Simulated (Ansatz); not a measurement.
`C[O][AlH][Cl]`. Total charge 0; spin multiplicity 1.

Cartesian coordinates in Å:
```
C 0.224 -1.237 0.298
O 0.577 0.117 0.340
Al -0.056 1.554 -0.235
Cl -1.844 1.509 -1.329
H 0.091 -1.618 1.315
H -0.704 -1.408 -0.259
H 1.022 -1.815 -0.179
H 0.689 2.898 0.049
```

List the harmonic frequencies (cm⁻¹, unscaled) at PBE0-D4/def2-TZVP in Ansatz. (Estimate.)

Ansatz gave: 86, 91, 156, 269, 469, 509, 635, 755, 1182, 1191, 1232, 1485, 1496, 1500, 2015, 3017, 3085, 3093.

Is this a minimum?

Yes, all 18 modes are real.

Give the ideal-gas thermochemistry at 298.15 K and 1 bar (rigid rotor, harmonic oscillator; point group Cs, symmetry number 1).

Zero-point energy 133.2 kJ/mol; H(298) − E = 151.9 kJ/mol; entropy 333.5 J/(mol·K), of which translation 165.6, rotation 110.4, vibration 57.5; G(298) − E = 52.5 kJ/mol. Modes under 100 cm⁻¹ are hindered rotations or soft bends, so the harmonic entropy is rough.

And at 400, 500, 600, 800 and 1000 K?


```json
{"T (K)": "400", "H − E (kJ/mol)": "161.4", "S (J/mol/K)": "360.6", "G − E (kJ/mol)": "17.1"}
{"T (K)": "500", "H − E (kJ/mol)": "171.8", "S (J/mol/K)": "383.8", "G − E (kJ/mol)": "-20.1"}
{"T (K)": "600", "H − E (kJ/mol)": "183.2", "S (J/mol/K)": "404.7", "G − E (kJ/mol)": "-59.6"}
{"T (K)": "800", "H − E (kJ/mol)": "208.6", "S (J/mol/K)": "441.1", "G − E (kJ/mol)": "-144.2"}
{"T (K)": "1000", "H − E (kJ/mol)": "236.5", "S (J/mol/K)": "472.2", "G − E (kJ/mol)": "-235.6"}
```
